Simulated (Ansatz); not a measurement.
Relaxation of C2H4BFO (9 atoms, charge 0, multiplicity 1), to a largest force component of 0.015 eV/Å in at most 40 steps.

Computed with Ansatz, RKS B3LYP-D4/6-31G.

```xyz
9
Properties=species:S:1:pos:R:3
O -2.017 -0.452 0.701
C -0.832 -0.610 0.079
C 0.075 0.343 0.087
B 1.574 0.141 -0.584
F 2.491 1.175 -0.554
H -2.293 0.474 1.164
H -0.616 -1.552 -0.410
H -0.047 1.302 0.589
H 1.756 -0.867 -1.089
```

Question: Where does it end, and by what steps?

Answer: The run converged. Limits of this set-up: no polarisation functions. After 7 steps the energy has fallen by 0.770 eV; H6 moved furthest, 0.14 Å.

| step | energy less start (eV) | largest force component (eV/Å) | accepted |
| --- | --- | --- | --- |
| 0 | 0.0000 | 5.205 | yes |
| 1 | -0.6099 | 1.911 | yes |
| 2 | -0.6225 | 1.676 | yes |
| 3 | -0.7141 | 1.108 | yes |
| 4 | -0.7624 | 0.361 | yes |
| 5 | -0.7690 | 0.101 | yes |
| 6 | -0.7695 | 0.023 | yes |
| 7 | -0.7695 | 0.006 | yes |

```xyz
9
Properties=species:S:1:pos:R:3
O -2.048 -0.488 0.662
C -0.798 -0.555 0.106
C 0.153 0.408 0.112
B 1.487 0.144 -0.561
F 2.466 1.115 -0.564
H -2.221 0.373 1.098
H -0.657 -1.523 -0.362
H -0.052 1.362 0.602
H 1.757 -0.882 -1.110
```

Whether the end is a true minimum wasn't checked by a vibrational analysis.

Time of the run: 16 s on 1 thread of Intel(R) Xeon(R) Platinum 8488C (Sapphire Rapids), with other jobs on the host, peak memory 0.16 GiB.
